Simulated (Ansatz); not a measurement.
`S[SiH2][O][GeH3]` + `O[SiH2][SiH3]` → `[SiH3][SiH2][O][GeH3]` + `O[SiH2]S`  (ligand exchange at a Ge–O bond)

Calculated with Ansatz (gas phase, PBE0-D4/def2-TZVP geometries, no zero-point term in ΔE). CCSD(T)/CBS is the MP2 limit (def2-TZVPP, def2-QZVPP) plus CCSD(T) − MP2 in def2-TZVPP, frozen cores. DFT in def2-TZVPP. B3LYP here is the variant with VWN-RPA as its local correlation; programs differ in this. For Ge outer-core shells are correlated without core-valence functions, which leaves a few kJ/mol of doubt a bond. Scalar relativity is left out up to krypton. One conformer a species, not always the lowest.

`S[SiH2][O][GeH3]`:

```xyz
10

S     1.093   -1.948   -0.682
Si    1.178    0.187   -0.771
O    -0.194    0.894   -0.256
Ge   -1.287    0.507    1.100
H     0.183   -2.061   -1.665
H     1.410    0.641   -2.161
H     2.331    0.513    0.106
H    -2.218   -0.628    0.652
H    -2.058    1.804    1.365
H    -0.439    0.090    2.313
```

`O[SiH2][SiH3]`:

Cartesian coordinates in Å:
```
O 0.831 -0.044 -1.897
Si 0.344 -0.816 -0.517
Si -0.405 0.681 1.129
H 0.189 0.504 -2.349
H -0.749 -1.793 -0.800
H 1.533 -1.565 -0.042
H -0.880 -0.071 2.323
H -1.541 1.491 0.605
H 0.677 1.613 1.548
```

`[SiH3][SiH2][O][GeH3]`:

Z-matrix (Å, degrees):
```
Si
Si 1 2.349
H 1 1.490 2 110.7
H 1 1.489 2 109.8 3 119.4
H 1 1.489 2 111.4 3 -120.3
O 2 1.638 1 112.2 3 61.6
H 2 1.493 1 108.2 3 -60.8
H 2 1.487 1 109.9 3 -178.5
Ge 6 1.776 2 134.7 1 -53.1
H 9 1.532 6 105.4 2 -179.8
H 9 1.538 6 108.4 2 -59.9
H 9 1.538 6 108.2 2 60.4
```

`O[SiH2]S`:

```xyz
7

O     0.421   -0.255   -1.420
Si    0.054    0.537   -0.029
S    -0.252   -0.764    1.634
H     1.134   -0.896   -1.385
H     1.157    1.416    0.435
H    -1.165    1.307   -0.351
H    -1.349   -1.344    1.116
```

| level | ΔE (kJ/mol) |
| --- | --- |
| revPBE-D4 | 1.1 |
| PBE | 1.1 |
| BLYP | 0.9 |
| B3LYP | 0.8 |
| RPA@PBE/def2-TZVPP | 0.9 |
| MP2/def2-SVP | 0.6 |
| CCSD/def2-SVP | 0.5 |
| MP2/CBS(def2) | 1.4 |

Task: What does CCSD(T)/CBS give? (Best estimate.)

Result: Computed: +1.1 kJ/mol. The listed levels differ from it by 0.0, 0.0, -0.2, -0.3, -0.2, -0.5, -0.6, 0.3 kJ/mol.

Largest T1 diagnostic among the species: 0.013.

Leaving LDA and LC-ωPBE aside and taking each functional with its dispersion term where it has one, the values, not all of them listed here, spread over 0.8 kJ/mol, from CAM-B3LYP-D4 to ωB97M-V.

CCSD(T)/CBS has its own doubt, a few kJ/mol and more with outer-core shells, so smaller differences from it don't rank the levels.
